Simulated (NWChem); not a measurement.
TiH2I2; SMILES [I][TiH2][I]

Program: NWChem. Geometry: optimised at PBE0/def2-SVP. def2 effective core potentials on I; no spin-orbit coupling. B3LYP is NWChem's, with the RPA form of VWN correlation. Static field.

| level | isotropic polarisability (bohr³) | anisotropy (bohr³) |
|---|---|---|
| PBE/def2-SVPD | 120.3 | 71.0 |
| B3LYP/def2-SVPD | 117.5 | 66.3 |
| BHandHLYP/def2-SVPD | 112.8 | 57.1 |
